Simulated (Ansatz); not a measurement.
`[SiH3]N[SiH2][SiH2]Cl` and `[NH2][AlH][SiH2][SiH2]Cl` differ in one atom or group.

Ansatz, PBE0-D4/def2-TZVP geometries, multiplicity 1. Each molecule was computed in one conformer, which needn't be the lowest.

| property | `[SiH3]N[SiH2][SiH2]Cl` |
| --- | --- |
| LUMO energy (B3LYP/def2-TZVPP) / eV | -0.91 |
| HOMO energy (B3LYP/def2-TZVPP) / eV | -7.30 |
| HOMO–LUMO gap (PBE0/def2-TZVPP) / eV | 6.75 |
| HOMO–LUMO gap (PBE/def2-TZVPP) / eV | 4.63 |
| HOMO–LUMO gap (B3LYP/def2-TZVPP) / eV | 6.39 |
| HOMO–LUMO gap (ωB97M-V/def2-TZVPP) / eV | 10.66 |

(1) What does the change do to each property? (Best estimate.)

Results:

(1) The calculation gave: 
```tsv
property	`[NH2][AlH][SiH2][SiH2]Cl`	shift
LUMO energy (B3LYP/def2-TZVPP) / eV	-1.49	-0.58
HOMO energy (B3LYP/def2-TZVPP) / eV	-7.30	0.00
HOMO–LUMO gap (PBE0/def2-TZVPP) / eV	6.16	-0.59
HOMO–LUMO gap (PBE/def2-TZVPP) / eV	4.29	-0.34
HOMO–LUMO gap (B3LYP/def2-TZVPP) / eV	5.80	-0.59
HOMO–LUMO gap (ωB97M-V/def2-TZVPP) / eV	9.77	-0.89
```

B3LYP here is the variant with VWN-RPA as its local correlation; programs differ in this.
